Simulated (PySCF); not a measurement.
C$_{4}$H$_{6}$, charge +1, doublet, at a GFN2-xTB geometry (a state made from the parent by changing its charge; the spin is typed, not shown lowest), with bond 10-4 at 1.6 times its length; SVWN5/STO-3G (PySCF).

The PySCF input:
```python
from pyscf import gto, scf, dft

mol = gto.M(
    atom='''
C     1.716652    0.233856   -0.654215
C     0.682742   -0.140028    0.143494
C    -0.682742    0.140028   -0.143494
C    -1.716652   -0.233856    0.654215
H     1.609736    0.966613   -1.443741
H     2.702902   -0.193917   -0.529291
H     0.888581   -0.689134    1.058752
H    -0.888581    0.689134   -1.058752
H    -2.702902    0.193917    0.529291
H    -1.545586   -1.406268    1.917456
''',
    basis='sto-3g',
    charge=1,
    spin=1,
    verbose=4,
)

mf = dft.UKS(mol)
mf.xc = 'lda,vwn'
mf.diis = False
mf.damp = 0.6
mf.diis_start_cycle = 200
mf.max_cycle = 150
mf.kernel()
mf.analyze()
```

It wrote (shortened):

```
PySCF version 2.14.0

[INPUT] verbose = 4
[INPUT] num. atoms = 10
[INPUT] num. electrons = 29
[INPUT] charge = 1
[INPUT] spin (= nelec alpha-beta = 2S) = 1
[INPUT] symmetry False subgroup None
[INPUT] Mole.unit = angstrom
[INPUT] Symbol           X                Y                Z      unit          X                Y                Z       unit  Magmom
[INPUT]  1 C      1.716652000000   0.233856000000  -0.654215000000 AA    3.244002131187   0.441923792586  -1.236287176582 Bohr   0.0
[INPUT]  2 C      0.682742000000  -0.140028000000   0.143494000000 AA    1.290195393738  -0.264614569771   0.271164360518 Bohr   0.0
[INPUT]  3 C     -0.682742000000   0.140028000000  -0.143494000000 AA   -1.290195393738   0.264614569771  -0.271164360518 Bohr   0.0
[INPUT]  4 C     -1.716652000000  -0.233856000000   0.654215000000 AA   -3.244002131187  -0.441923792586   1.236287176582 Bohr   0.0
[INPUT]  5 H      1.609736000000   0.966613000000  -1.443741000000 AA    3.041960172853   1.826633838444  -2.728275084806 Bohr   0.0
[INPUT]  6 H      2.702902000000  -0.193917000000  -0.529291000000 AA    5.107744521539  -0.366450020897  -1.000215030197 Bohr   0.0
[INPUT]  7 H      0.888581000000  -0.689134000000   1.058752000000 AA    1.679174729492  -1.302274523126   2.000751313836 Bohr   0.0
[INPUT]  8 H     -0.888581000000   0.689134000000  -1.058752000000 AA   -1.679174729492   1.302274523126  -2.000751313836 Bohr   0.0
[INPUT]  9 H     -2.702902000000   0.193917000000   0.529291000000 AA   -5.107744521539   0.366450020897   1.000215030197 Bohr   0.0
[INPUT] 10 H     -1.545586000000  -1.406268000000   1.917456000000 AA   -2.920734241962  -2.657461377740   3.623466695904 Bohr   0.0

nuclear repulsion = 101.959394754793
number of shells = 18
number of NR pGTOs = 78
number of NR cGTOs = 26
basis = sto-3g
ecp = {}

******** <class 'pyscf.dft.uks.UKS'> ********
method = UKS
initial guess = minao
damping factor = 0.6
level_shift factor = 0
DIIS disabled
SCF conv_tol = 1e-09
SCF conv_tol_grad = None
SCF max_cycles = 150
direct_scf = True
direct_scf_tol = 1e-13
number electrons alpha = 15  beta = 14
XC library pyscf.dft.libxc version 7.1.2
    S. Lehtola, C. Steigemann, M. J. T. Oliveira, and M. A. L. Marques,  SoftwareX 7, 1–5 (2018)
XC functionals = lda,vwn
    P. A. M. Dirac,  Math. Proc. Cambridge Philos. Soc. 26, 376 (1930)
    F. Bloch,  Z. Phys. 57, 545 (1929)
    S. H. Vosko, L. Wilk, and M. Nusair,  Can. J. Phys. 58, 1200 (1980)
radial grids:
    Treutler-Ahlrichs [JCP 102, 346 (1995); DOI:10.1063/1.469408] (M4) radial grids

becke partition: Becke, JCP 88, 2547 (1988); DOI:10.1063/1.454033
pruning grids: <function nwchem_prune>
grids dens level: 3
symmetrized grids: False
atomic radii adjust function: <function treutler_atomic_radii_adjust>
small_rho_cutoff = 0
Set gradient conv threshold to 3.16228e-05
tot grids = 115320
init E= -152.646193125977

cycle= 1 E= -152.204175273319  delta_E= 0.442  |g|= 0.0554  |ddm|= 2.86
cycle= 2 E= -152.206219189245  delta_E= -0.00204  |g|= 0.0332  |ddm|= 0.115
cycle= 3 E= -152.206644541503  delta_E= -0.000425  |g|= 0.0238  |ddm|= 0.0691
cycle= 4 E= -152.206851677305  delta_E= -0.000207  |g|= 0.0197  |ddm|= 0.0618
cycle= 5 E= -152.206979712397  delta_E= -0.000128  |g|= 0.0164  |ddm|= 0.0517
cycle= 6 E= -152.207065760481  delta_E= -8.6e-05  |g|= 0.0139  |ddm|= 0.0452
cycle= 7 E= -152.207125175027  delta_E= -5.94e-05  |g|= 0.0117  |ddm|= 0.038
cycle= 8 E= -152.20716665357  delta_E= -4.15e-05  |g|= 0.00988  |ddm|= 0.0326
cycle= 9 E= -152.207195719217  delta_E= -2.91e-05  |g|= 0.00831  |ddm|= 0.0273
cycle= 10 E= -152.207216110851  delta_E= -2.04e-05  |g|= 0.00701  |ddm|= 0.0233
cycle= 11 E= -152.20723041177  delta_E= -1.43e-05  |g|= 0.00588  |ddm|= 0.0194
cycle= 12 E= -152.207240436841  delta_E= -1e-05  |g|= 0.00495  |ddm|= 0.0165
cycle= 13 E= -152.20724745804  delta_E= -7.02e-06  |g|= 0.00414  |ddm|= 0.0137
cycle= 14 E= -152.207252372952  delta_E= -4.91e-06  |g|= 0.00348  |ddm|= 0.0116
cycle= 15 E= -152.207255810885  delta_E= -3.44e-06  |g|= 0.00291  |ddm|= 0.00967
cycle= 16 E= -152.207258214897  delta_E= -2.4e-06  |g|= 0.00244  |ddm|= 0.00815
cycle= 17 E= -152.207259895106  delta_E= -1.68e-06  |g|= 0.00204  |ddm|= 0.00679
cycle= 18 E= -152.207261069238  delta_E= -1.17e-06  |g|= 0.00171  |ddm|= 0.00572
cycle= 19 E= -152.207261889485  delta_E= -8.2e-07  |g|= 0.00143  |ddm|= 0.00476
cycle= 20 E= -152.207262462475  delta_E= -5.73e-07  |g|= 0.0012  |ddm|= 0.00401
cycle= 21 E= -152.20726286268  delta_E= -4e-07  |g|= 0.001  |ddm|= 0.00334
cycle= 22 E= -152.207263142206  delta_E= -2.8e-07  |g|= 0.000841  |ddm|= 0.00281
cycle= 23 E= -152.207263337429  delta_E= -1.95e-07  |g|= 0.000702  |ddm|= 0.00234
cycle= 24 E= -152.207263473782  delta_E= -1.36e-07  |g|= 0.000589  |ddm|= 0.00197
cycle= 25 E= -152.207263569016  delta_E= -9.52e-08  |g|= 0.000492  |ddm|= 0.00164
cycle= 26 E= -152.207263635535  delta_E= -6.65e-08  |g|= 0.000412  |ddm|= 0.00138
cycle= 27 E= -152.207263681999  delta_E= -4.65e-08  |g|= 0.000344  |ddm|= 0.00115
cycle= 28 E= -152.207263714456  delta_E= -3.25e-08  |g|= 0.000289  |ddm|= 0.000964
cycle= 29 E= -152.207263737131  delta_E= -2.27e-08  |g|= 0.000241  |ddm|= 0.000803
cycle= 30 E= -152.207263752973  delta_E= -1.58e-08  |g|= 0.000202  |ddm|= 0.000675
cycle= 31 E= -152.207263764041  delta_E= -1.11e-08  |g|= 0.000169  |ddm|= 0.000562
cycle= 32 E= -152.207263771775  delta_E= -7.73e-09  |g|= 0.000141  |ddm|= 0.000472
cycle= 33 E= -152.20726377718  delta_E= -5.4e-09  |g|= 0.000118  |ddm|= 0.000394
cycle= 34 E= -152.207263780956  delta_E= -3.78e-09  |g|= 9.9e-05  |ddm|= 0.000331
cycle= 35 E= -152.207263783596  delta_E= -2.64e-09  |g|= 8.27e-05  |ddm|= 0.000276
cycle= 36 E= -152.207263785441  delta_E= -1.85e-09  |g|= 6.93e-05  |ddm|= 0.000231
cycle= 37 E= -152.207263786731  delta_E= -1.29e-09  |g|= 5.79e-05  |ddm|= 0.000193
cycle= 38 E= -152.207263787632  delta_E= -9.01e-10  |g|= 4.85e-05  |ddm|= 0.000162
cycle= 39 E= -152.207263788263  delta_E= -6.3e-10  |g|= 4.05e-05  |ddm|= 0.000135
cycle= 40 E= -152.207263788703  delta_E= -4.4e-10  |g|= 3.39e-05  |ddm|= 0.000113
cycle= 41 E= -152.207263789011  delta_E= -3.08e-10  |g|= 2.84e-05  |ddm|= 9.46e-05
Extra cycle  E= -152.207263780694  delta_E= 8.32e-09  |g|= 0.000102  |ddm|= 0.000198
converged SCF energy = -152.207263780694  <S^2> = 0.75555529  2S+1 = 2.0055476
**** SCF Summaries ****
Total Energy =                        -152.207263780694291
Nuclear Repulsion Energy =             101.959394754793365
One-electron Energy =                 -400.542302720858970
Two-electron Energy =                  146.375644185371300
Two-electron Coulomb Energy =          168.250982416833779
DFT Exchange-Correlation Energy =      -21.875338231462468
**** MO energy ****
                             alpha | beta                alpha | beta
MO #1   energy= -9.90100438195691  | -9.89926262547197  occ= 1 | 1
MO #2   energy= -9.89938692305321  | -9.89786249871972  occ= 1 | 1
MO #3   energy= -9.89685973298138  | -9.89022921370017  occ= 1 | 1
MO #4   energy= -9.89588020120741  | -9.88951991621531  occ= 1 | 1
MO #5   energy= -0.964982173515391 | -0.954736240033322 occ= 1 | 1
MO #6   energy= -0.89221019309539  | -0.876633149478028 occ= 1 | 1
MO #7   energy= -0.764302066752709 | -0.753425022919497 occ= 1 | 1
MO #8   energy= -0.702534025692487 | -0.696878203627731 occ= 1 | 1
MO #9   energy= -0.640821770508283 | -0.632475127103958 occ= 1 | 1
MO #10  energy= -0.613276820820454 | -0.606227149017287 occ= 1 | 1
MO #11  energy= -0.569389410147526 | -0.561084349283758 occ= 1 | 1
MO #12  energy= -0.540144066163673 | -0.533058993451931 occ= 1 | 1
MO #13  energy= -0.514298180988353 | -0.498609288362201 occ= 1 | 1
MO #14  energy= -0.461300648007538 | -0.453763620750768 occ= 1 | 1
MO #15  energy= -0.424570200853033 | -0.393726566578611 occ= 1 | 0
MO #16  energy= -0.275936419227149 | -0.243347075161489 occ= 0 | 0
MO #17  energy= -0.196630428373209 | -0.190362559707575 occ= 0 | 0
MO #18  energy= -0.14326194307823  | -0.122291682789656 occ= 0 | 0
MO #19  energy= 0.0731932528429329 | 0.0793087463246372 occ= 0 | 0
MO #20  energy= 0.133783417258862  | 0.140709376109571  occ= 0 | 0
MO #21  energy= 0.15032798920387   | 0.156082252267029  occ= 0 | 0
MO #22  energy= 0.157876676845566  | 0.168013428021589  occ= 0 | 0
MO #23  energy= 0.247272681937518  | 0.257911885430877  occ= 0 | 0

To work with the spin densities directly, `use mulliken_meta_spin()` only printing them here.

 ** Mulliken spin pop alpha/beta on meta-lowdin orthogonal AOs **
 ** Mulliken Spin Density (per AO)  **
spin_pop of  0 C 1s       -0.00001
spin_pop of  0 C 2s        0.01259
spin_pop of  0 C 2px       0.03851
spin_pop of  0 C 2py       0.18825
spin_pop of  0 C 2pz       0.16971
spin_pop of  1 C 1s       -0.00000
spin_pop of  1 C 2s        0.00011
spin_pop of  1 C 2px      -0.00253
spin_pop of  1 C 2py       0.08151
spin_pop of  1 C 2pz       0.01027
spin_pop of  2 C 1s       -0.00000
spin_pop of  2 C 2s        0.00098
spin_pop of  2 C 2px      -0.00195
spin_pop of  2 C 2py       0.11119
spin_pop of  2 C 2pz       0.01527
spin_pop of  3 C 1s       -0.00001
spin_pop of  3 C 2s        0.01840
spin_pop of  3 C 2px       0.04085
spin_pop of  3 C 2py       0.15939
spin_pop of  3 C 2pz       0.20761
spin_pop of  4 H 1s       -0.01008
spin_pop of  5 H 1s       -0.00968
spin_pop of  6 H 1s        0.00162
spin_pop of  7 H 1s        0.00308
spin_pop of  8 H 1s       -0.00833
spin_pop of  9 H 1s       -0.02677
 ** Mulliken Spin Density (per atom)  **
spin density of  0 C =      0.40906
spin density of  1 C =      0.08936
spin density of  2 C =      0.12549
spin density of  3 C =      0.42625
spin density of  4 H =     -0.01008
spin density of  5 H =     -0.00968
spin density of  6 H =      0.00162
spin density of  7 H =      0.00308
spin density of  8 H =     -0.00833
spin density of  9 H =     -0.02677
 ** Mulliken pop alpha/beta on meta-lowdin orthogonal AOs **
 ** Mulliken pop       alpha | beta **
pop of  0 C 1s        0.99972 | 0.99973
pop of  0 C 2s        0.54827 | 0.53568
pop of  0 C 2px       0.54803 | 0.50952
pop of  0 C 2py       0.53892 | 0.35067
pop of  0 C 2pz       0.54318 | 0.37347
pop of  1 C 1s        0.99971 | 0.99971
pop of  1 C 2s        0.51897 | 0.51887
pop of  1 C 2px       0.49885 | 0.50138
pop of  1 C 2py       0.49435 | 0.41284
pop of  1 C 2pz       0.51612 | 0.50585
pop of  2 C 1s        0.99971 | 0.99971
pop of  2 C 2s        0.52004 | 0.51906
pop of  2 C 2px       0.50356 | 0.50551
pop of  2 C 2py       0.51041 | 0.39922
pop of  2 C 2pz       0.52028 | 0.50501
pop of  3 C 1s        0.99977 | 0.99978
pop of  3 C 2s        0.60773 | 0.58933
pop of  3 C 2px       0.53422 | 0.49337
pop of  3 C 2py       0.50709 | 0.34769
pop of  3 C 2pz       0.52400 | 0.31639
pop of  4 H 1s        0.43077 | 0.44084
pop of  5 H 1s        0.42742 | 0.43709
pop of  6 H 1s        0.44020 | 0.43858
pop of  7 H 1s        0.43752 | 0.43443
pop of  8 H 1s        0.42964 | 0.43797
pop of  9 H 1s        0.40152 | 0.42829
In total            15.00000 | 14.00000
 ** Mulliken atomic charges   ( Nelec_alpha | Nelec_beta ) **
charge of  0C =      0.05282  (     3.17812      2.76906 )
charge of  1C =      0.03334  (     3.02801      2.93865 )
charge of  2C =      0.01749  (     3.05400      2.92851 )
charge of  3C =      0.08062  (     3.17281      2.74656 )
charge of  4H =      0.12839  (     0.43077      0.44084 )
charge of  5H =      0.13549  (     0.42742      0.43709 )
charge of  6H =      0.12122  (     0.44020      0.43858 )
charge of  7H =      0.12805  (     0.43752      0.43443 )
charge of  8H =      0.13239  (     0.42964      0.43797 )
charge of  9H =      0.17019  (     0.40152      0.42829 )

WARN: System has nonzero charge 1; the dipole moment is origin-dependent.
Location of origin: [0. 0. 0.]

Dipole moment(X, Y, Z, Debye): -0.44287, -0.45748,  0.64096
```
